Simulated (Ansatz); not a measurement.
## GeH3O (SMILES [OH][GeH2]): methods side by side

The species is GeH3O (5 atoms), meant as a doublet with charge 0. As SMILES, `[OH][GeH2]`. The shape is that of a PBE0-D4/def2-TZVP optimisation. This is one conformer, not always the lowest.

```xyz
5

O     0.3555   -1.0758    0.4607
Ge   -0.5201    0.4161    0.0177
H     1.0974   -0.9076    1.0465
H    -1.3968   -0.0144   -1.1803
H     0.5139    1.5080   -0.3859
```

Each level gives the energy change with the Ge2–H5 bond stretched from 1.557 to 3.893 Å (eV). The values are calculated.

```csv
level,kind,program,value (eV),less FCI/STO-3G,CPU time (all runs)
U-revPBE/STO-3G,GGA,Ansatz,3.65,+0.57,6.7 s
U-r2SCAN/STO-3G,meta-GGA,Ansatz,3.78,+0.70,15 s
UB3LYP/STO-3G,global hybrid,Ansatz,3.71,+0.63,5.6 s
UBHLYP/STO-3G,global hybrid,Ansatz,3.68,+0.60,5.5 s
U-wB97X/STO-3G,range-separated hybrid,Ansatz,3.75,+0.67,33 s
UB2PLYP/STO-3G,double hybrid,Ansatz,3.42,+0.34,7.4 s
UMP2/STO-3G,perturbation theory,Ansatz,3.09,+0.01,1.1 s
UCCSD/STO-3G,coupled cluster or CI,Ansatz,3.16,+0.08,1.6 s
FCI/STO-3G,exact in the basis,Ansatz,3.08,0.00,2.7 min
```

FCI/STO-3G is exact within its basis and frozen core, so for wave-function methods in that basis the difference is their error; functionals converge differently with the basis, so for them it is only a difference. All-electron rows without a relativistic Hamiltonian named are non-relativistic. The first shape isn't each level's own minimum. The values span 3.08 to 3.78 eV. All rows use very small basis sets, so even the best lies far from the true value. In the correlated wave-function rows the outer d shell of Ge is correlated, in sets not made for it. CPU times are rough (shared hosts, several kinds of processor): they show what a rung costs within a factor of a few.
